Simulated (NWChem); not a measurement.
AsF$_{2}$, doublet; SMILES F[As]F

All runs: NWChem. Spin-unrestricted. In the optimisation the excess spin sits in b2 (C2v, its own frame). The geometry was optimised at PBE0/def2-SVP, spin-unrestricted. No stability test was run on the SCF state.

For level revPBE/def2-TZVP:

| Property | Value |
|---|---|
| highest occupied level (eV) | -5.19 |
| lowest empty minus highest occupied level, either spin (eV) | 1.51 |

Estimate the same quantities for level TPSS/def2-TZVP.

The highest occupied level (eV) comes out as -5.40 and the lowest empty minus highest occupied level, either spin (eV) is 1.63.
